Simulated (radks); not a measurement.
Results of a calculation; reference values are marked as such.
Cd27+, configuration [Ar] 3d3.

Code: a radial shooting solver on a logarithmic mesh with Libxc functionals. Model: Dirac Kohn-Sham, AM05, spin-unpolarised, spherical densities, point nucleus; open shells fill j = l - 1/2 first.

Energy parts (Ry):
part                        energy
total                 -10241.95244
kinetic                10785.45549
electron-nucleus      -22940.11423
Hartree                 2132.14361
exchange-correlation    -219.43730

Orbitals (lengths in bohr, moments of r in powers of bohr; <r^-3> diverges for s and p1/2; r(max) is where P^2 peaks):
| orbital | occ. | eigenvalue (Ry) | r(max) | <r^-3> | <r^2> | small-component weight |
|---|---|---|---|---|---|---|
| 1s1/2 | 2 | -2033.881 | 0.01969 | - | 0.001252 | 3.09e-02 |
| 2s1/2 | 2 | -375.1314 | 0.1112 | - | 0.02012 | 6.58e-03 |
| 2p1/2 | 2 | -355.8534 | 0.08580 | - | 0.01499 | 6.57e-03 |
| 2p3/2 | 4 | -341.5902 | 0.09011 | 3785 | 0.01626 | 6.31e-03 |
| 3s1/2 | 2 | -127.9235 | 0.3107 | - | 0.1267 | 2.19e-03 |
| 3p1/2 | 2 | -120.6130 | 0.2950 | - | 0.1188 | 2.15e-03 |
| 3p3/2 | 4 | -117.5200 | 0.3036 | 837.3 | 0.1250 | 2.08e-03 |
| 3d3/2 | 3 | -105.7070 | 0.2424 | 136.7 | 0.09921 | 1.97e-03 |
| 3d5/2 | 0 | -105.0187 | 0.2448 | 128.6 | 0.1009 | 1.95e-03 |

The highest occupied level is 3d3/2 at -1438.2 eV. The density falls to 0.001 e/bohr^3 at r = 0.98 bohr. For comparison, the ionisation energy in NIST's Atomic Spectra Database is 1477 eV (theoretical). In exact Kohn-Sham theory the highest level is minus the ionisation energy, but local and semilocal functionals leave it too shallow, through self-interaction and a potential that decays too fast; potentials with the right tail come closer. Summed over all electrons, <r^2> = 1.427 bohr^2, which gives a Langevin (diamagnetic) susceptibility term of -1.13 x 10^-6 cm^3/mol.

Beside tabulated values, note that spin-unpolarised runs miss the spin-polarisation part of the exchange energy of open shells.
